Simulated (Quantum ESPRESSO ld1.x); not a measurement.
Values are calculated unless marked as measured or tabulated.
Os, configuration [Xe] 4f14 5d5 6s2 6p1 (not the ground configuration). Code: ld1.x of Quantum ESPRESSO 7.5. Model: scalar-relativistic Kohn-Sham, LDA (Slater exchange, Perdew-Wang correlation), spin-polarised, spherical densities, point nucleus; open shells are filled with parallel spins first. Some entries of the table are withheld. Estimate them.

orbital  occ.  eigenvalue (eV)  <1/r> (bohr^-1)
1s up       1         -73823.8            90.44
1s down     1         -73823.8            90.44
2s up       1         -12861.9            21.17
2s down     1         -12861.6            21.17
2p up       3         -11203.6            19.05
2p down     3         -11203.4            19.05
3s up       1         -2995.85            7.841
3s down     1         -2995.71            7.841
3p up       3         -2509.07            7.208
3p down     3         -2508.92            7.208
3d up       5         -1964.59            6.802
3d down     5         -1964.37            6.802
4s up       1         -634.891            3.347
4s down     1         -634.596            3.347
4p up       3         -475.183            3.033
4p down     3         -474.885            3.033
4d up       5         -276.975            2.706
4d down     5         -276.616            2.707
5s up       1         -96.8756            1.337
5s down     1         -94.6308            1.347
4f up       7         -56.6470            2.238
5p up       3         -56.1486            1.131
4f down     7         -56.0610            2.246
5p down     3         -53.3887            1.141
5d up       5         -10.8652           0.7665
6s up       1          -8.9651              (1)
5d down     0          -7.7959           0.7546
6s down     1          -6.9976              (2)
6p up       1              (3)           0.3225
6p down     0              (4)           0.2860

Answer. 
(1) 6s up <1/r> (bohr^-1): 0.4618
(2) 6s down <1/r> (bohr^-1): 0.4346
(3) 6p up eigenvalue (eV): -2.9124
(4) 6p down eigenvalue (eV): -1.8558
